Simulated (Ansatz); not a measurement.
Frontier orbitals of `C[N](C)[Hf]1234([CH3])([CH3])[C@H]5[C@@H]1[C@@H]2[C@@H]3[C@H]54`.

Total charge 0; spin multiplicity 1. Correlated methods include outer-core shells of Hf, which these sets cover unevenly. Hf: def2 effective core potential. Geometry: relaxed with PBE0-D4/def2-TZVP. It is one conformer, not always the lowest. Basis def2-TZVPP, the Gaussian-basis code of Ansatz.

Orbital energies of one run (eV). Highest occupied ones, from the top: -5.21, -5.95, -6.21, -6.40, -6.49, -7.82, -9.04, -9.28, -9.37, -9.39, -9.48, -9.62, -9.62, -9.77. Empty: -1.10, -1.02, 0.00, 0.32, 0.54, 1.01.

(1) Which functional gave them?
A. r2SCAN0
B. HSE06 (plane-wave form)
C. r2SCAN
D. r2SCANh

Results:

(1) C. HOMO energies: r2SCAN -5.21, r2SCAN0 -6.33, r2SCANh -5.66, HSE06 -5.79 eV.
